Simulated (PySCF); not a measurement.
## Assigning NMR signals

Geometry:
```
atom   x (Å)   y (Å)   z (Å)
  C1  -2.325  -0.926  -0.718
  C2  -1.160   0.054  -0.699
  C3  -1.643   1.496  -0.737
  P4  -0.270  -0.198   0.907
  O5  -1.067   0.135   2.092
  C6   0.657  -1.806   0.831
  C7   1.913  -1.063   0.344
  C8   1.513   0.357   0.790
  C9   1.974   1.500  -0.090
 H10  -1.971  -1.955  -0.711
 H11  -2.943  -0.771   0.166
 H12  -2.941  -0.776  -1.603
 H13  -0.480  -0.149  -1.530
 H14  -2.255   1.694   0.142
 H15  -0.804   2.189  -0.731
 H16  -2.243   1.680  -1.628
 H17   0.772  -2.193   1.843
 H18   0.304  -2.607   0.186
 H19   2.847  -1.425   0.771
 H20   1.992  -1.108  -0.743
 H21   1.832   0.530   1.824
 H22   1.582   2.447   0.278
 H23   3.062   1.557  -0.088
 H24   1.642   1.359  -1.117
```

Calculated, not measured (PySCF 2.14): structure optimised with GFN2-xTB, PBE0/pcSseg-1 with gauge-including orbitals. One conformer, one averaged value for each set of equivalent atoms, in vacuum, no relativistic terms.

Shifts are taken against calculated references (same method and geometry level): $^{13}$C, $^{1}$H vs TMS.

(1) Assign these signals to the numbered atoms. $^{13}$C{$^{1}$H} NMR (computed): δ 52.3 (CH), 35.2 (CH2), 29.9 (CH), 20.1 (CH2), 17.9 (CH3), 16.4 (CH3), 16.2 (CH3).

(2) Assign these signals to the numbered atoms. $^{1}$H NMR (400 MHz, computed): δ 2.89 (m, 1H), 2.31 (m, 1H), 2.18 (m, 1H), 2.03 (m, 1H), 1.50 (m, 1H), 1.28 (m, 3H), 1.25 (m, 3H), 1.21 (m, 3H), 0.79 (m, 1H).

Answers

(1) 
52.3 → C8, sp3 CH bonded to P
35.2 → C6, sp3 CH2 bonded to P
29.9 → C2, sp3 CH bonded to P
20.1 → C7, sp3 CH2 in a ring: aliphatic region, no heteroatom directly attached
17.9 → C9, methyl carbon: aliphatic region, no heteroatom directly attached
16.4 → C3, methyl carbon
16.2 → C1, methyl carbon

C9 and C3; C3 and C1 lie closer than the usual error of such a calculation, so a measured spectrum could show them in the other order.

(2) 
| δ (ppm) | atoms | environment | reason |
| --- | --- | --- | --- |
| 2.89 | H21 | hydrogen on an sp3 CH bonded to P | – |
| 2.31 | H17 | hydrogen on an sp3 CH2 bonded to P | – |
| 2.18 | H18 | hydrogen on an sp3 CH2 bonded to P | – |
| 2.03 | H19 | hydrogen on an sp3 CH2 in a ring | – |
| 1.50 | H13 | hydrogen on an sp3 CH bonded to P | – |
| 1.28 | H22/H23/H24 | hydrogen on a methyl carbon | – |
| 1.25 | H14/H15/H16 | hydrogen on a methyl carbon | – |
| 1.21 | H10/H11/H12 | hydrogen on a methyl carbon | – |
| 0.79 | H20 | hydrogen on an sp3 CH2 in a ring | – |

H22/H23/H24 and H14/H15/H16; H14/H15/H16 and H10/H11/H12 lie closer than the usual error of such a calculation, so a measured spectrum could show them in the other order.

Splittings by $^{31}$P in the carbon and heteronuclear signals aren't shown, as no couplings were computed. Shifts are as computed. Against solution values, carbons near 30 ppm lie about +3 ppm off and those near 130 ppm about +5 ppm. Of 1211 compounds with measured shifts, 218 miss one by over three times the rms of a fit or turn the order of signals round; such compounds aren't used in these exercises. Multiplicities follow the n + 1 count of equivalent neighbours, as no J values were calculated; m marks all less simple cases, F and P coupling included.
